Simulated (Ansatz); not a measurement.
Compare A (`OC1CCCCC1`) with its isomer B (`CCCCCC=O`).

Gas-phase electronic energies from Ansatz, PBE0-D4/def2-TZVP geometries. CCSD(T)/CBS adds triple-zeta CCSD(T) − MP2 to the extrapolated MP2 energy (def2 sets, frozen cores). Functionals use def2-TZVPP. One conformer a species, not always the lowest.

Q: Which isomer does CCSD(T)/CBS put lower? Give the gap. (Best estimate.)

A: Computed: A, by 52.8 kJ/mol.

Q: Give E(B) − E(A) in kJ/mol with CCSD/def2-TZVPP, B2PLYP, CCSD(T)/def2-TZVPP, PBE-D4, ωB97M-V, PBE0-D4, r2SCAN-D4. (An estimate is asked.)

A: Computed: CCSD/def2-TZVPP 49.4, B2PLYP 34.4, CCSD(T)/def2-TZVPP 49.1, PBE-D4 43.5, ωB97M-V 50.9, PBE0-D4 58.0, r2SCAN-D4 47.2. None reverses the order clearly.

Largest T1 diagnostic: 0.012.

The D4 term adds +11.2 kJ/mol with B3LYP and +5.7 kJ/mol with PBE0; it sums over pairs of atoms, weighted by their polarisabilities, and B3LYP, whose exchange is more repulsive, gets the larger term. In def2-TZVPP, CCSD(T) changes the Hartree–Fock value by +26.2 kJ/mol (the triples alone add −0.3 kJ/mol) and MP2 by +34.1 kJ/mol.

B3LYP here is the variant with VWN-RPA as its local correlation; programs differ in this.
